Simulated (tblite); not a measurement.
Isomers of C3H9NSi2. Method: GFN2-xTB as coded in tblite; computed harmonic values from a numerical Hessian at the method's own geometry, unscaled. The method is semi-empirical: single wavenumbers can be off by several per cent or more. Modes of hydrogen on silicon can be 10 to 20 % off. One conformer each.

Electronic energies: GFN2-xTB at the same geometries; isomer energies are rough at this level and their order can be wrong.

```tsv
SMILES	electronic energy, lowest = 0 (kcal/mol)
N[Si@H]1C=CC[SiH2]1	0.0
CC#C[Si@@H](N)[SiH3]	13.7
C[SiH2]C[SiH2]C#N	15.4
N#CCC([SiH3])[SiH3]	4.0
```

How do GFN2-xTB zero-point energies change the relative energies?

```csv
SMILES,ZPE (kcal/mol),of it from modes above 1550 cm⁻¹,electronic (kcal/mol),"with ZPE, lowest = 0 (kcal/mol)",lowest mode (cm⁻¹),rings
N[Si@H]1C=CC[SiH2]1,68.4,38.7,0.0,1.1,58,1
N#CCC([SiH3])[SiH3],63.3,35.5,4.0,0.0,61,0
CC#C[Si@@H](N)[SiH3],65.1,38.8,13.7,11.5,18i,0
C[SiH2]C[SiH2]C#N,65.4,37.6,15.4,13.4,23,0
```

The zero-point energies span 5.1 kcal/mol, from `N#CCC([SiH3])[SiH3]` to `N[Si@H]1C=CC[SiH2]1`. Slightly imaginary modes are left out of the zero-point energy: `CC#C[Si@@H](N)[SiH3]` 18.1i, 14.7i cm⁻¹. With it `N#CCC([SiH3])[SiH3]` becomes the lowest.
